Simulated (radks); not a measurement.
Removal energies from the molybdenum ion Mo8+, [Ar] 3d10 4s2 4p(1/2: 2, 3/2: 2), by Delta-SCF beside the eigenvalue of the level emptied. All-electron calculation, Dirac Kohn-Sham, BLYP, spin-unpolarised, spherical densities, finite nucleus; Fermi nuclear charge, rms radius of each element as measured or else 0.836 A^(1/3) + 0.57 fm. Program: a radial shooting solver on a logarithmic mesh with Libxc functionals. Sub-shells are occupied by j as written (lower j first in brackets).

removed from                             final configuration  Delta-SCF (eV)  -eigenvalue (eV)
4p3/2                       [Ar] 3d10 4s2 4p(1/2: 2, 3/2: 1)          164.43            154.44
4p1/2                       [Ar] 3d10 4s2 4p(1/2: 1, 3/2: 2)          167.84            157.68
4s1/2                       [Ar] 3d10 4s1 4p(1/2: 2, 3/2: 2)          194.85            184.18
3d5/2         [Ar] 3d(3/2: 4, 5/2: 5) 4s2 4p(1/2: 2, 3/2: 2)          374.70            352.00
